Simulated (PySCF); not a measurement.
# A survey of 19F NMR shifts

[PySCF 2.14.0 with density-fitted response routines: GIAO PBE0/pcSseg-1 shieldings; geometry from GFN2-xTB; one averaged value for each set of equivalent atoms; one conformer; no relativistic terms; no solvent model]

Shieldings were converted by a linear fit to measured shifts: 19F: δ = 146.13 − 0.903σ +14.6 on sp3 carbon (rms 6.0 ppm, 223 shifts, 7.0 ppm with the 5 outliers that the fit left out vs CFCl3, solution or neat liquid). Occasional misses reach two or three times the rms, and more in compound classes unlike the fitted ones.

Q: Give the 19F shifts of `C=CC[C@@](C)(F)C(=O)F`, `COC[C@@H](F)C1=C[C@H]1F`, `FC[C@@H]1COC=C[C@@H]1F`.

A: 
```json
{"compound": "[CH2:1]=[CH:2][CH2:3][C@@:4]([CH3:5])([F:6])[C:7](=[O:8])[F:9]", "environment": "F9: fluorine bonded to C", "δ (ppm)": "17.1"}
{"compound": "[CH2:1]=[CH:2][CH2:3][C@@:4]([CH3:5])([F:6])[C:7](=[O:8])[F:9]", "environment": "F6: fluorine on an sp3 carbon", "δ (ppm)": "-158.5"}
{"compound": "[CH3:1][O:2][CH2:3][C@@H:4]([F:5])[C:6]1=[CH:7][C@H:8]1[F:9]", "environment": "F9: fluorine on an sp3 carbon", "δ (ppm)": "-154.8"}
{"compound": "[CH3:1][O:2][CH2:3][C@@H:4]([F:5])[C:6]1=[CH:7][C@H:8]1[F:9]", "environment": "F5: fluorine on an sp3 carbon", "δ (ppm)": "-186.1"}
{"compound": "[F:1][CH2:2][C@@H:3]1[CH2:4][O:5][CH:6]=[CH:7][C@@H:8]1[F:9]", "environment": "F9: fluorine on an sp3 carbon", "δ (ppm)": "-172.0"}
{"compound": "[F:1][CH2:2][C@@H:3]1[CH2:4][O:5][CH:6]=[CH:7][C@@H:8]1[F:9]", "environment": "F1: fluorine on an sp3 carbon", "δ (ppm)": "-231.5"}
```

Q: Match the shifts -78.4, -87.5, -107.9, -131.0, -191.3, -226.1 ppm to `F[C@@H]1C[C@@H]1CO[C@@H]1OC[SiH2]1`, `COC[Si@@H]1COC=C[C@@H]1F`, `CC1=C(F)[P@]1(=O)CC(C)C`, `C=C/C(C)=C/OC(F)F`, `C/C(=C/F)[C@H]1CCO[SiH2]O1`, `CC1=CCOCC1(F)F`.

A: -78.4: C=C/C(C)=C/OC(F)F (fluorine of a CF2 group); -87.5: CC1=C(F)[P@]1(=O)CC(C)C (vinylic fluorine); -107.9: CC1=CCOCC1(F)F (fluorine of a CF2 group); -131.0: C/C(=C/F)[C@H]1CCO[SiH2]O1 (vinylic fluorine); -191.3: COC[Si@@H]1COC=C[C@@H]1F (fluorine on an sp3 carbon); -226.1: F[C@@H]1C[C@@H]1CO[C@@H]1OC[SiH2]1 (fluorine on an sp3 carbon).
